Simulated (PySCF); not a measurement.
A GIAO shielding run with PySCF 2.14.0 with density-fitted response routines (density fitting, non-relativistic, gas phase) on `C[SiH2]C[C@H](C)CS`, C5H14SSi:

```
$ OMP_NUM_THREADS=1 python probes_run.py task.json out

{"job": {"kind": "nmr", "xc": "PBE0", "basis": "pcSseg-1"}, "charge": 0, "multiplicity": 1}
C     -2.536266     0.773076    -0.607861
Si    -2.012788    -0.712313     0.452641
C     -0.270518    -0.408239     1.172872
C      0.776585     0.083871     0.172413
C      1.027591    -0.940108    -0.927997
C      2.074075     0.389680     0.918234
S      3.347410     1.177512    -0.129016
H     -2.452434     1.706169    -0.056844
H     -1.927283     0.863559    -1.503144
H     -3.569369     0.673720    -0.926101
H     -2.936494    -0.865705     1.584685
H     -2.038895    -1.939176    -0.353435
H      0.094405    -1.325607     1.638815
H     -0.355755     0.326858     1.977225
H      0.418836     1.015012    -0.283592
H      1.295269    -1.901317    -0.493773
H      0.139744    -1.073299    -1.539985
H      1.843928    -0.614245    -1.569507
H      2.538885    -0.528878     1.277057
H      1.898960     1.050930     1.768036
H      2.635191     2.265440    -0.416491
```

Hardware: 1 thread of an Arm Neoverse N1, shared host. The job also computes population analyses, field gradients.

**Question.** How large is the calculation?

**Answer.** 74 electrons, 203 basis functions and 1097 auxiliary functions.

**Question.** How long does it take, and how much memory does it need?

**Answer.** 81 s of wall time, with 12 SCF cycles and 5 response iterations; peak memory 0.93 GiB. Times on a shared host scatter by some tens of per cent.
